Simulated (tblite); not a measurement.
A geometry optimisation, step by step.

Compound: C₆H₉ClN₂S.
Atom-mapped SMILES: `[CH3:1][C@@H:2]([CH2:3][Cl:4])[CH2:5][c:6]1[n:7][cH:8][n:9][s:10]1` (hydrogens: H11, H12, H13 on C1; H14 on C2; H15, H16 on C3; H17, H18 on C5; H19 on C8)

Computed with GFN2-xTB (tblite), gas phase: L-BFGS steps from a force-field or distance-geometry start until the largest atomic force falls under 0.01 eV/Å. 11 of its 48 geometries are shown.

Step 0: E = -845.7751 eV, largest atomic force 2.765 eV/Å
```
atom  x, y, z in Å  |  force x, y, z in eV/Å
C1     -2.149    1.273   -0.124   -0.761   0.186  -0.002
C2     -0.827    0.634    0.251    0.249  -0.032   0.656
C3     -0.998   -0.446    1.351   -0.283   0.676  -0.066
Cl4    -1.946   -1.844    0.786    0.065   0.059  -0.043
C5     -0.107    0.113   -0.996    0.116   0.072  -0.302
C6      1.254   -0.419   -0.718    0.706   0.606   0.841
N7      2.176    0.169    0.027    0.810  -1.884  -0.704
C8      3.303   -0.643    0.045   -1.125  -0.574  -0.821
N9      3.306   -1.801   -0.629   -1.488   2.241   0.639
S10     1.797   -1.919   -1.354    0.926  -0.519   0.123
H11    -2.679    1.653    0.761    0.280  -0.156  -0.227
H12    -1.997    2.120   -0.797    0.063  -0.132   0.065
H13    -2.826    0.572   -0.623    0.249   0.022   0.106
H14    -0.200    1.422    0.703    0.005  -0.250  -0.044
H15    -1.539   -0.013    2.212    0.091  -0.150  -0.381
H16    -0.047   -0.813    1.720    0.186  -0.092  -0.176
H17    -0.720   -0.632   -1.511    0.104  -0.150   0.209
H18     0.006    0.940   -1.713   -0.013   0.035   0.190
H19     4.181   -0.356    0.600   -0.181   0.042  -0.065
```

Step 5: E = -845.9771 eV, largest atomic force 0.224 eV/Å
```
atom  x, y, z in Å  |  force x, y, z in eV/Å
C1     -2.160    1.275   -0.124    0.006   0.010   0.008
C2     -0.825    0.643    0.262    0.125  -0.002   0.059
C3     -0.998   -0.422    1.342   -0.061  -0.026  -0.014
Cl4    -1.937   -1.830    0.777   -0.008   0.010  -0.101
C5     -0.095    0.118   -0.988   -0.050  -0.016  -0.050
C6      1.258   -0.423   -0.703   -0.088   0.037   0.010
N7      2.178    0.139    0.019   -0.089  -0.122  -0.051
C8      3.276   -0.637    0.037   -0.079  -0.055  -0.057
N9      3.258   -1.758   -0.628    0.204  -0.011   0.070
S10     1.822   -1.950   -1.356   -0.183   0.126   0.028
H11    -2.670    1.648    0.762    0.015  -0.021  -0.021
H12    -1.993    2.112   -0.796   -0.023   0.000  -0.032
H13    -2.812    0.558   -0.619    0.069  -0.035   0.039
H14    -0.188    1.412    0.710    0.041   0.054   0.038
H15    -1.545   -0.015    2.193    0.007   0.025  -0.020
H16    -0.042   -0.811    1.690    0.075   0.035  -0.077
H17    -0.696   -0.649   -1.479   -0.005  -0.058   0.065
H18     0.007    0.951   -1.694    0.026  -0.025   0.066
H19     4.152   -0.353    0.587    0.018   0.073   0.039
```

Step 9: E = -845.9868 eV, largest atomic force 0.107 eV/Å
```
atom  x, y, z in Å  |  force x, y, z in eV/Å
C1     -2.153    1.275   -0.123    0.020   0.012   0.004
C2     -0.816    0.650    0.267   -0.031   0.028  -0.016
C3     -0.998   -0.421    1.337    0.041   0.011  -0.013
Cl4    -1.936   -1.824    0.756    0.006   0.026  -0.065
C5     -0.100    0.117   -0.985    0.004  -0.017   0.029
C6      1.247   -0.428   -0.701    0.050  -0.007   0.045
N7      2.166    0.131    0.021    0.019   0.054   0.058
C8      3.267   -0.638    0.036    0.024   0.015   0.035
N9      3.261   -1.758   -0.629   -0.099  -0.006  -0.039
S10     1.810   -1.947   -1.353    0.043  -0.068  -0.015
H11    -2.667    1.645    0.761   -0.005   0.016   0.005
H12    -1.996    2.110   -0.801   -0.013  -0.006  -0.013
H13    -2.796    0.547   -0.612    0.047  -0.024   0.021
H14    -0.176    1.417    0.718    0.005  -0.006  -0.010
H15    -1.546   -0.012    2.186    0.032  -0.038   0.014
H16    -0.033   -0.805    1.669   -0.007  -0.012   0.012
H17    -0.695   -0.663   -1.461   -0.091   0.035  -0.003
H18     0.010    0.952   -1.682   -0.024  -0.038  -0.050
H19     4.141   -0.340    0.587   -0.022   0.026   0.000
```

Step 14: E = -845.9922 eV, largest atomic force 0.072 eV/Å
```
atom  x, y, z in Å  |  force x, y, z in eV/Å
C1     -2.148    1.279   -0.120   -0.007  -0.010   0.003
C2     -0.810    0.660    0.269    0.017   0.007   0.025
C3     -0.991   -0.419    1.330    0.002  -0.010   0.014
Cl4    -1.931   -1.809    0.723    0.012   0.007  -0.012
C5     -0.103    0.113   -0.980   -0.025   0.030  -0.018
C6      1.242   -0.432   -0.691   -0.057  -0.011  -0.043
N7      2.159    0.130    0.032   -0.023  -0.041  -0.025
C8      3.263   -0.638    0.040   -0.013   0.011   0.004
N9      3.254   -1.756   -0.629    0.042   0.017   0.039
S10     1.805   -1.951   -1.350    0.015   0.041   0.039
H11    -2.666    1.649    0.761    0.005   0.014  -0.013
H12    -2.001    2.107   -0.809    0.000  -0.008   0.005
H13    -2.774    0.533   -0.601   -0.036   0.009   0.002
H14    -0.167    1.422    0.720    0.024   0.033  -0.004
H15    -1.536   -0.024    2.187   -0.002  -0.019   0.012
H16    -0.027   -0.807    1.659    0.008  -0.030  -0.007
H17    -0.718   -0.658   -1.447    0.012  -0.011   0.021
H18     0.006    0.937   -1.691    0.011   0.003  -0.038
H19     4.133   -0.327    0.588    0.016  -0.034  -0.003
```

Step 19: E = -845.9937 eV, largest atomic force 0.023 eV/Å
```
atom  x, y, z in Å  |  force x, y, z in eV/Å
C1     -2.147    1.279   -0.118   -0.002   0.008   0.006
C2     -0.806    0.665    0.272    0.004  -0.008  -0.014
C3     -0.986   -0.419    1.330    0.004  -0.001  -0.011
Cl4    -1.927   -1.804    0.711    0.004  -0.001   0.000
C5     -0.107    0.116   -0.981    0.013  -0.013  -0.005
C6      1.238   -0.434   -0.693    0.016   0.006  -0.001
N7      2.153    0.128    0.033    0.002   0.014  -0.006
C8      3.259   -0.635    0.044   -0.008  -0.004   0.004
N9      3.255   -1.753   -0.624   -0.001  -0.004   0.010
S10     1.808   -1.952   -1.347   -0.012  -0.004  -0.009
H11    -2.665    1.654    0.760    0.000   0.011   0.012
H12    -2.003    2.105   -0.810    0.005  -0.001  -0.006
H13    -2.775    0.531   -0.596   -0.011   0.012   0.016
H14    -0.161    1.428    0.719   -0.014  -0.003  -0.009
H15    -1.533   -0.032    2.190    0.011  -0.007  -0.005
H16    -0.024   -0.814    1.656    0.005  -0.003  -0.009
H17    -0.725   -0.658   -1.439    0.004  -0.002   0.003
H18     0.005    0.933   -1.701   -0.011  -0.008   0.010
H19     4.133   -0.329    0.589   -0.011   0.009   0.015
```

Step 24: E = -845.9946 eV, largest atomic force 0.045 eV/Å
```
atom  x, y, z in Å  |  force x, y, z in eV/Å
C1     -2.147    1.283   -0.114   -0.006  -0.005  -0.009
C2     -0.805    0.665    0.269   -0.026   0.004   0.011
C3     -0.980   -0.422    1.324   -0.003  -0.009   0.002
Cl4    -1.924   -1.804    0.702   -0.003  -0.009   0.002
C5     -0.107    0.114   -0.984   -0.029   0.019   0.007
C6      1.239   -0.432   -0.698   -0.022   0.003   0.010
N7      2.151    0.132    0.029    0.004  -0.006  -0.001
C8      3.255   -0.634    0.050    0.013   0.006  -0.002
N9      3.252   -1.754   -0.614   -0.005  -0.007   0.005
S10     1.808   -1.953   -1.345    0.018   0.007   0.014
H11    -2.661    1.665    0.765    0.043   0.013   0.000
H12    -2.001    2.102   -0.814   -0.006   0.006   0.010
H13    -2.785    0.538   -0.583   -0.001  -0.018  -0.002
H14    -0.162    1.433    0.712    0.017  -0.023   0.005
H15    -1.524   -0.041    2.188    0.006   0.007  -0.002
H16    -0.018   -0.821    1.646    0.008   0.011  -0.016
H17    -0.726   -0.664   -1.434    0.007  -0.003  -0.020
H18    -0.001    0.929   -1.706   -0.010   0.006  -0.023
H19     4.125   -0.326    0.600   -0.005  -0.002   0.010
```

Step 28: E = -845.9955 eV, largest atomic force 0.044 eV/Å
```
atom  x, y, z in Å  |  force x, y, z in eV/Å
C1     -2.148    1.285   -0.112    0.012   0.001   0.008
C2     -0.807    0.664    0.266    0.030  -0.010  -0.021
C3     -0.975   -0.427    1.319   -0.007   0.007  -0.003
Cl4    -1.921   -1.806    0.694   -0.006  -0.011   0.013
C5     -0.111    0.114   -0.988    0.027  -0.017  -0.030
C6      1.237   -0.428   -0.701    0.016  -0.001  -0.004
N7      2.150    0.136    0.026   -0.019   0.013   0.020
C8      3.252   -0.632    0.055   -0.020   0.008   0.012
N9      3.249   -1.756   -0.603    0.001   0.024  -0.001
S10     1.810   -1.952   -1.341   -0.021  -0.016   0.003
H11    -2.646    1.680    0.771   -0.001   0.004   0.008
H12    -2.001    2.100   -0.816   -0.014  -0.006  -0.007
H13    -2.796    0.541   -0.569    0.007   0.006   0.009
H14    -0.161    1.430    0.708    0.011  -0.015   0.014
H15    -1.513   -0.048    2.187   -0.007  -0.001   0.011
H16    -0.010   -0.824    1.632   -0.002   0.006  -0.012
H17    -0.725   -0.670   -1.434   -0.009   0.008  -0.015
H18    -0.010    0.925   -1.715   -0.006   0.005  -0.003
H19     4.116   -0.323    0.614    0.010  -0.006  -0.003
```

Step 33: E = -845.9964 eV, largest atomic force 0.023 eV/Å
```
atom  x, y, z in Å  |  force x, y, z in eV/Å
C1     -2.146    1.289   -0.107    0.000   0.005  -0.001
C2     -0.804    0.662    0.260   -0.012   0.007   0.008
C3     -0.971   -0.431    1.311    0.008  -0.007  -0.003
Cl4    -1.919   -1.811    0.691   -0.006  -0.001   0.009
C5     -0.113    0.112   -0.998   -0.019   0.010   0.009
C6      1.237   -0.425   -0.706   -0.013   0.004   0.004
N7      2.143    0.142    0.026   -0.004   0.001  -0.002
C8      3.245   -0.627    0.065   -0.001   0.000   0.001
N9      3.245   -1.752   -0.591   -0.006  -0.008   0.009
S10     1.808   -1.953   -1.334    0.016  -0.004  -0.010
H11    -2.630    1.695    0.778    0.003  -0.009   0.001
H12    -2.006    2.097   -0.820    0.005  -0.001  -0.006
H13    -2.803    0.545   -0.551    0.004  -0.003   0.013
H14    -0.154    1.422    0.705    0.016  -0.004  -0.013
H15    -1.502   -0.056    2.186    0.003   0.005  -0.018
H16    -0.002   -0.827    1.614   -0.001  -0.014   0.014
H17    -0.726   -0.674   -1.440   -0.001   0.003  -0.012
H18    -0.020    0.923   -1.726    0.018   0.003   0.000
H19     4.108   -0.322    0.627   -0.008   0.012  -0.003
```

Step 38: E = -845.9969 eV, largest atomic force 0.020 eV/Å
```
atom  x, y, z in Å  |  force x, y, z in eV/Å
C1     -2.144    1.292   -0.104    0.004  -0.014   0.006
C2     -0.803    0.661    0.257    0.012  -0.012  -0.004
C3     -0.967   -0.434    1.306   -0.004   0.004   0.005
Cl4    -1.921   -1.814    0.693    0.001   0.007  -0.006
C5     -0.116    0.112   -1.003    0.013  -0.006  -0.009
C6      1.234   -0.424   -0.708    0.003  -0.015  -0.013
N7      2.137    0.145    0.026   -0.001  -0.011  -0.007
C8      3.239   -0.624    0.070   -0.001   0.002   0.000
N9      3.242   -1.752   -0.581    0.004   0.003  -0.003
S10     1.810   -1.953   -1.332   -0.007   0.010   0.009
H11    -2.621    1.701    0.784    0.005   0.012  -0.002
H12    -2.007    2.095   -0.824    0.000  -0.007   0.016
H13    -2.806    0.546   -0.537   -0.003  -0.005  -0.004
H14    -0.146    1.416    0.700   -0.006   0.002  -0.006
H15    -1.497   -0.058    2.181   -0.001   0.008   0.009
H16     0.001   -0.833    1.609   -0.008  -0.002   0.001
H17    -0.728   -0.674   -1.447   -0.004   0.009  -0.002
H18    -0.019    0.923   -1.731    0.004   0.005   0.005
H19     4.101   -0.316    0.632   -0.010   0.011   0.005
```

Step 42: E = -845.9971 eV, largest atomic force 0.024 eV/Å
```
atom  x, y, z in Å  |  force x, y, z in eV/Å
C1     -2.142    1.290   -0.101    0.002   0.003  -0.002
C2     -0.800    0.658    0.255   -0.009   0.003   0.005
C3     -0.966   -0.435    1.305    0.000   0.000   0.001
Cl4    -1.922   -1.813    0.692   -0.001   0.010  -0.004
C5     -0.115    0.111   -1.007   -0.011   0.002   0.006
C6      1.232   -0.426   -0.712   -0.001   0.007  -0.004
N7      2.133    0.145    0.025   -0.003   0.004  -0.003
C8      3.235   -0.622    0.073    0.000   0.000  -0.002
N9      3.241   -1.751   -0.577    0.008   0.002  -0.005
S10     1.810   -1.954   -1.331    0.011  -0.021   0.001
H11    -2.615    1.706    0.786    0.009  -0.011   0.001
H12    -2.006    2.092   -0.823    0.003  -0.003  -0.006
H13    -2.808    0.545   -0.530    0.003   0.003   0.005
H14    -0.142    1.414    0.696   -0.006   0.000   0.003
H15    -1.494   -0.056    2.180    0.003  -0.001   0.000
H16     0.001   -0.838    1.608   -0.001   0.003   0.004
H17    -0.731   -0.671   -1.453   -0.001   0.000  -0.010
H18    -0.017    0.924   -1.732   -0.001   0.000   0.004
H19     4.095   -0.309    0.637   -0.002  -0.002   0.004
```

Step 47: E = -845.9973 eV, largest atomic force 0.009 eV/Å
```
atom  x, y, z in Å  |  force x, y, z in eV/Å
C1     -2.141    1.290   -0.100    0.001  -0.001   0.000
C2     -0.800    0.657    0.254    0.003  -0.001   0.000
C3     -0.965   -0.436    1.305    0.000   0.000   0.000
Cl4    -1.923   -1.812    0.691   -0.003   0.001   0.000
C5     -0.116    0.111   -1.009    0.003  -0.002  -0.001
C6      1.231   -0.428   -0.714   -0.001  -0.008   0.000
N7      2.131    0.145    0.023    0.002  -0.003  -0.004
C8      3.233   -0.621    0.074    0.003   0.003  -0.001
N9      3.242   -1.750   -0.575   -0.001  -0.001   0.003
S10     1.812   -1.957   -1.330    0.001   0.009   0.001
H11    -2.610    1.707    0.789   -0.001   0.001   0.000
H12    -2.006    2.090   -0.824   -0.002   0.000  -0.001
H13    -2.809    0.545   -0.525   -0.002   0.001   0.000
H14    -0.141    1.413    0.695    0.001   0.000   0.002
H15    -1.492   -0.056    2.180   -0.001  -0.002   0.000
H16     0.001   -0.839    1.607    0.000   0.001  -0.001
H17    -0.732   -0.670   -1.458   -0.001   0.001   0.001
H18    -0.016    0.926   -1.732   -0.001   0.001   0.001
H19     4.091   -0.307    0.640    0.001   0.000   0.000
```

Task: Summarise the path.

Result: The energy falls by 5.12 kcal/mol from step 0 to step 47; nine tenths of that is first reached at step 5. It falls at every step. The largest force goes from 2.765 to 0.009 eV/Å. Among the bonds N9–S10 changes most, from 1.678 to 1.631 Å; the atoms move by 0.073 Å rms after alignment.

Task: Follow the three bonds and two angles with the largest change from start to end.

Result: 
```
step  E above end (kcal/mol)  largest force (eV/Å)  N9–S10 (Å)  N7–C8 (Å)  C8–N9 (Å)  C8–N9–S10 (°)  H17–C5–H18 (°)
   0                    5.12                 2.765       1.678      1.389      1.340          106.0           105.3
   2                    1.01                 0.299       1.635      1.346      1.302          109.2           106.0
   4                    0.62                 0.262       1.620      1.344      1.304          110.1           106.6
   6                    0.37                 0.147       1.627      1.345      1.302          109.8           107.8
   8                    0.28                 0.122       1.633      1.344      1.301          109.4           108.6
  10                    0.21                 0.089       1.631      1.344      1.302          109.4           108.9
  12                    0.16                 0.100       1.628      1.344      1.303          109.7           108.6
  14                    0.12                 0.072       1.630      1.344      1.302          109.7           108.1
  16                    0.10                 0.044       1.631      1.344      1.302          109.5           107.9
  18                    0.08                 0.031       1.630      1.344      1.302          109.5           108.1
  20                    0.08                 0.023       1.630      1.344      1.302          109.6           108.2
  22                    0.07                 0.051       1.630      1.344      1.302          109.7           108.3
  25                    0.06                 0.042       1.631      1.344      1.302          109.5           108.3
  27                    0.05                 0.038       1.630      1.344      1.302          109.5           108.3
  29                    0.04                 0.037       1.630      1.344      1.302          109.6           108.2
  31                    0.03                 0.037       1.630      1.344      1.302          109.6           108.2
  33                    0.02                 0.023       1.630      1.344      1.302          109.6           108.2
  35                    0.02                 0.031       1.630      1.344      1.302          109.5           108.1
  37                    0.01                 0.025       1.630      1.344      1.302          109.6           108.2
  39                    0.01                 0.022       1.630      1.344      1.302          109.6           108.2
  41                    0.00                 0.020       1.630      1.344      1.302          109.6           108.3
  43                    0.00                 0.021       1.630      1.344      1.302          109.6           108.3
  45                    0.00                 0.012       1.630      1.344      1.302          109.6           108.2
  47                    0.00                 0.009       1.631      1.344      1.302          109.6           108.2
```

The cost below is that of the whole relaxation. Time: 0.76 s wall. Hardware: an Arm Neoverse N1 with one thread, no GPU, shared host with 64 logical CPUs at a one-minute load of 61.
